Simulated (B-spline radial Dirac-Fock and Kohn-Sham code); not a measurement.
## K-line shifts caused by a second vacancy in I⁺

System: the I⁺ ion in the configuration 1s2 2s2 2p6 3s2 3p6 3d10 4s2 4p6 4d10 5s2 5p4.

The run's input, task.json:

```json
{"items": [{
  "Z": 53,
  "q": 1,
  "cfg": [[1, 0, 2], [2, 0, 2], [2, 1, 6], [3, 0, 2], [3, 1, 6], [3, 2, 10], [4, 0, 2], [4, 1, 6], [4, 2, 10], [5, 0, 2], [5, 1, 4]],
  "A": 127,
  "rrms": 4.75,
  "do": ["binding", "quiet", "double"]
}]}
```

Command: `python xray_run.py task.json out`

These are calculated numbers from an atomic code on a B-spline grid; the model is Dirac-Fock (average of configuration) total-energy differences with a finite nucleus, the Breit interaction including its frequency dependence, and self-energy and vacuum-polarisation corrections. Each two-hole energy is an average over J within one jj subconfiguration, not an observable level; in light atoms, where LS coupling holds, the j-resolved values are not observed lines, and for a K spectator the Kα1 hypersatellite is nearly forbidden. Correlation energy is missing from these numbers.

Lines without a spectator: Kα2 (K-L2) 28315.2 eV, Kα1 (K-L3) 28610.0 eV, Kβ3 (K-M2) 32233.9 eV, Kβ1 (K-M3) 32290.6 eV. Shifts in eV with one spectator hole (a dash: not computed, or left out as unreliable):

```
spectator hole     Kα2     Kα1     Kβ3     Kβ1
        K (1s)  +620.2  +642.6  +792.9  +797.8
    L2 (2p1/2)   +69.6   +88.5       –  +185.1
    L3 (2p3/2)   +66.1   +66.9  +160.9       –
    M2 (3p1/2)       –  +10.61  +23.50  +28.44
    M3 (3p3/2)   +7.49       –  +23.59  +23.05
    M4 (3d3/2)   +1.44   -1.42       –       –
    M5 (3d5/2)   -2.00   +0.16       –       –
```
